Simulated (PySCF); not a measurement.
**Working out the ionisation energy of Ge+**

Ge+ [Ar] 3d10 4s2 4p1 (2P) → Ge(2+) [Ar] 3d10 4s2 (1S). Calculation: PySCF 2.14, in aug-cc-pVDZ-PP with ECP10MDF; a scalar-relativistic core potential. Frozen: 3s2 3p6 3d10. Energies in hartree (1 hartree = 27.21139 eV):

| part | Ge+ (lower) | Ge(2+) (upper) |
| --- | --- | --- |
| UHF | -293.069413 | -292.510073 |
| CCSD correlation | -0.046253 | -0.037777 |
| (T) | -0.000458 | 0.000000 |

Task: What does Hartree-Fock give?

Result: (-292.510073) − (-293.069413) = 0.559340 hartree = 15.220 eV.

Task: What do CCSD and CCSD(T) give?

Result: The CCSD correlation energies differ by 0.008476 hartree = 0.231 eV and the triples by 0.000458 hartree = 0.012 eV, so CCSD gives 15.451 eV and CCSD(T) 15.463 eV.

Measured between the centres of the two terms (NIST): 15.789 eV, so CCSD(T) (valence) is off by -0.326 eV.

A double-zeta basis recovers only part of the correlation energy.

What remains against the reference includes basis incompleteness, the frozen core and higher excitations.
